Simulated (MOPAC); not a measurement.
MOPAC input (PM7):

```
PM7 PRECISE GNORM=0.05 LET XYZ CHARGE=-1 GEO-OK AUX(PRECISION=9) THREADS=1
F3Sn

Sn   -0.18070202 1   -0.06619543 1    0.31402801 1
F     1.82466234 1    0.14524483 1    0.28065493 1
F    -0.25944832 1   -1.35532571 1   -1.23492295 1
F    -0.56131392 1    1.57783327 1   -0.79033206 1
```

Output:

```
 *******************************************************************************
 **                                                                           **
 **                              MOPAC v23.2.5                                **
 **                                                                           **
 *******************************************************************************
 ** MOPAC's Digital Object Identifier: https://doi.org/10.5281/zenodo.6511958 **
 **                                                                           **
 ** Please cite the open-source release paper for use of this MOPAC version:  **
 ** J. E. Moussa and J. J. P. Stewart (2026)                                  **
 ** MOPAC: An open-source semiempirical molecular orbital program             **
 ** J. Open Source Softw., 11(119), 8025, https://doi.org/10.21105/joss.08025 **
 *******************************************************************************

                              PM7 CALCULATION RESULTS

 *******************************************************************************
 *  PM7        - The PM7 Hamiltonian to be used
 *  GEO-OK     - OVERRIDE INTERATOMIC DISTANCE AND OTHER SAFETY CHECKS
 *
 *
 *
 *                 CHARGE ON SYSTEM = -1
 *
 *
 *
 *  LET        - OVERRIDE SOME SAFETY CHECKS
 *  PRECISE    - TIGHTER CRITERIA TO BE USED
 *  XYZ        - CARTESIAN COORDINATE SYSTEM TO BE USED
 *  GNORM      - EXIT WHEN GRADIENT NORM DROPS BELOW 0.050
 *  AUX        - OUTPUT AUXILIARY INFORMATION
 *******************************************************************************
PM7 PRECISE GNORM=0.05 LET XYZ CHARGE=-1 GEO-OK AUX(PRECISION=9) THREADS=1
 F3Sn

   ATOM   CHEMICAL          X               Y               Z
  NUMBER   SYMBOL      (ANGSTROMS)     (ANGSTROMS)     (ANGSTROMS)

     1      Sn         -0.18070202  *  -0.06619543  *   0.31402801  *
     2       F          1.82466234  *   0.14524483  *   0.28065493  *
     3       F         -0.25944832  *  -1.35532571  *  -1.23492295  *
     4       F         -0.56131392  *   1.57783327  *  -0.79033206  *

          CARTESIAN COORDINATES

    NO.       ATOM           X           Y           Z

     1        Sn         -0.1807     -0.0662      0.3140
     2         F          1.8247      0.1452      0.2807
     3         F         -0.2594     -1.3553     -1.2349
     4         F         -0.5613      1.5778     -0.7903

 General Reference for PM7:
 "Optimization of Parameters for Semiempirical Methods VI: More Modifications to the
 NDDO Approximations and Re-optimization of Parameters", J. J. P. Stewart, J. Mol. Mod., 1:32, 19 (2013)
 https://link.springer.com/article/10.1007/s00894-012-1667-x

           Empirical Formula: Sn F3  =     4 atoms

      MOLECULAR POINT GROUP   :   C3v

      RHF CALCULATION, NO. OF DOUBLY OCCUPIED LEVELS = 13

          Geometry optimization using EF

          DIAGONAL MATRIX USED AS START HESSIAN

 CYCLE:     1  GRAD.:    33.448 HEAT: -242.4035
 CYCLE:     2  GRAD.:   119.703 HEAT: -237.1274
 CYCLE:     3  GRAD.:     6.570 HEAT: -243.3472
 CYCLE:     4  GRAD.:     3.032 HEAT: -243.4502
 CYCLE:     5  GRAD.:     0.148 HEAT: -243.4919
 CYCLE:     6  GRAD.:     0.010 HEAT: -243.4919

     GRADIENT =  0.00951 IS LESS THAN CUTOFF =  0.05000

 -------------------------------------------------------------------------------
 PM7 PRECISE GNORM=0.05 LET XYZ CHARGE=-1 GEO-OK AUX(PRECISION=9) THREADS=1
 F3Sn

     GEOMETRY OPTIMISED USING EIGENVECTOR FOLLOWING (EF).
     SCF FIELD WAS ACHIEVED

                              PM7 CALCULATION
                                                       MOPAC v23.2.5 Linux

          FINAL HEAT OF FORMATION =       -243.49191 KCAL/MOL =   -1018.77013 KJ/MOL

          COSMO AREA              =        106.33 SQUARE ANGSTROMS
          COSMO VOLUME            =         94.80 CUBIC ANGSTROMS

          GRADIENT NORM           =          0.00951          =       0.00476 PER ATOM
          IONIZATION POTENTIAL    =          5.246564 EV
          HOMO LUMO ENERGIES (EV) =         -5.247  7.223
          NO. OF FILLED LEVELS    =         13
          MOLECULAR WEIGHT        =        175.6852         POINT GROUP:  C3v

          MOLECULAR DIMENSIONS (Angstroms)

            Atom       Atom       Distance
            F     4    F     3     2.87505
            F     2    F     4     2.48986
           Sn     1    F     2     1.08393

          SCF CALCULATIONS        =          7

   ATOM   CHEMICAL          X               Y               Z
  NUMBER   SYMBOL      (ANGSTROMS)     (ANGSTROMS)     (ANGSTROMS)

     1      Sn         -0.18968849  *  -0.06948687  *   0.32964756  *
     2       F          1.77871672  *   0.14717484  *   0.23672491  *
     3       F         -0.23065708  *  -1.29958743  *  -1.22450803  *
     4       F         -0.52169810  *   1.52839184  *  -0.79585761  *

                             CARTESIAN COORDINATES

   1   Sn       -0.189688489    -0.069486868     0.329647559
   2    F        1.778716723     0.147174845     0.236724914
   3    F       -0.230657081    -1.299587433    -1.224508034
   4    F       -0.521698100     1.528391841    -0.795857611

           Empirical Formula: Sn F3  =     4 atoms

      MOLECULAR POINT GROUP   :   C3v

                  EIGENVALUES
 -31.74293 -31.28741 -31.28739  -9.79178  -9.25117  -9.25117  -9.00758  -8.67255
  -8.67255  -8.64452  -8.09279  -8.09278  -5.24656   7.22323   7.22324   7.41110

              NET ATOMIC CHARGES AND DIPOLE CONTRIBUTIONS

  ATOM NO.   TYPE          CHARGE      No. of ELECS.   s-Pop       p-Pop
    1         Sn           0.971406        3.0286     1.46319     1.56541
    2          F          -0.657135        7.6571     1.96748     5.68965
    3          F          -0.657136        7.6571     1.96748     5.68965
    4          F          -0.657135        7.6571     1.96748     5.68965
 DIPOLE           X         Y         Z       TOTAL
 POINT-CHG.    -4.207    -1.541     7.311     8.575
 HYBRID         2.902     1.063    -5.044     5.916
 SUM           -1.305    -0.478     2.267     2.659

          ATOMIC ORBITAL ELECTRON POPULATIONS

     Atom    s        px        py        pz
    1 Sn   1.46319   0.45937   0.31888   0.78716
    2  F   1.96748   1.72209   1.97977   1.98779
    3  F   1.96748   1.98439   1.87975   1.82551
    4  F   1.96748   1.97685   1.80959   1.90322

 **********************
 *                    *
 * JOB ENDED NORMALLY *
 *                    *
 **********************

 == MOPAC DONE ==
```

The dipole moment of an ion depends on the origin.
